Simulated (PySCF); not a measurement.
The vertical singlet excitations below were computed for one of the candidates. Method: TDDFT PBE0/def2-SVPD, vertical, gas phase, core orbitals frozen in the response (PySCF 2.14.0, density-fitted response routines). Geometries: PBE0-D3(BJ)/def2-SVP, one conformer each.

```tsv
state	ν̃ (cm⁻¹)	f	main configurations (H = HOMO, L = LUMO)
S1	41910	0.0006	H→L (95%)
S2	44490	0.281	H→L+1 (87%)
S3	46490	0.0000	H-1→L+1 (32%), H→L+6 (22%), H→L+2 (14%)
S4	47460	0.0006	H→L+2 (51%), H-1→L+1 (36%)
S5	48180	0.014	H→L+2 (27%), H→L+6 (22%), H→L+4 (16%)
S6	48340	0.062	H→L+3 (61%), H→L+4 (16%)
S7	50220	0.0000	H-3→L+1 (81%)
S8	50860	0.0011	H→L+4 (56%), H→L+3 (25%), H→L+5 (11%)
S9	53490	0.020	H-2→L (79%)
S10	53610	0.069	H-2→L+1 (71%)
```

Triplets computed (Tamm–Dancoff): 3.69, 4.81, 5.15, 5.26 eV.

Orbital energies (eV): HOMO-3 -8.06, HOMO-2 -8.00, HOMO-1 -7.82, HOMO -6.44, LUMO -0.36, LUMO+1 -0.31, LUMO+2 0.41.

**Question.** Which structure fits? All have the formula C6H8N2OSi.
A. `N#CC1(C#N)COCC[SiH2]1`
B. `C#Cc1cn([SiH2]OC)cn1`
C. `C#C[SiH2]N1C=NC=C1OC`

**Answer.** B. Its S1 lies at 5.20 eV; the nearest of the others has S1 at 4.50 eV. S1 is HOMO→LUMO (95%). Löwdin shares by element: HOMO carbon 70% or more (atoms not listed hold the other 30%); LUMO silicon 32%, hydrogen 23% or more, carbon 10% or more (atoms not listed hold the other 35%). At the same level the other candidates give, for their lowest levels:
- `N#CC1(C#N)COCC[SiH2]1`: 6.55 eV (f 0.005); 6.94 eV (f 0.030); 7.18 eV (f 0.016); 7.20 eV (f 0.016); 7.34 eV (f 0.004); T1 5.96 eV; HOMO -8.47, LUMO -0.51 eV
- `C#C[SiH2]n1cncc1OC`: 4.50 eV (f 0.000); 4.83 eV (f 0.006); 5.58 eV (f 0.004); 5.82 eV (f 0.004); 5.93 eV (f 0.146); T1 4.17 eV; HOMO -6.07, LUMO -0.69 eV

Shape of the structure used: `[CH:1]#[C:2][c:3]1[cH:4][n:5]([SiH2:6][O:7][CH3:8])[cH:9][n:10]1`: C4–N5–Si6–O7 178°, N5–Si6–O7–C8 178°.
